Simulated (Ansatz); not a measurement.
The cluster B₂As⁻. Total charge -1; triplet. Geometry PBE-D4/def2-TZVP, that of the neutral doublet; atoms count from 1.

Cartesian coordinates in Å:
```
B -1.052 0.210 -0.054
B 0.106 -0.657 -0.580
As 0.946 0.447 0.634
```

The highest occupied level of the charge -1 triplet lies above zero (up to 0.39 eV). By energy differences its removal costs 1.50 eV (vertical, to the charge 0 doublet, at PBE0-D4/def2-TZVPD); a positive level beside a positive removal energy at the same level points to self-interaction error. The structure comes from a short search, and lower isomers may exist.

(1) Estimate the Mulliken populations from the PBE0/def2-TZVPD orbitals of Ansatz.

(2) Where does the spin sit?

(3) And the Mayer bond orders between bonded heavy atoms (over 0.3)?

## Answers

(1) 
```tsv
atom	charge (e)	spin (α − β)
B1	-0.25	0.78
B2	-0.31	0.98
As3	-0.44	0.24
```
Mulliken values and Mayer orders depend strongly on the basis. With diffuse functions, as here, like atoms can get unlike values, and bond orders can come out too low or too high.

(2) Summed by element: B 1.76, As 0.24, of 2 unpaired in all. Largest on single atoms: B2 0.98, B1 0.78, As3 0.24.

(3) B1–B2 1.51 (1.54 Å); B1–As3 1.24 (2.13 Å); B2–As3 1.35 (1.84 Å).
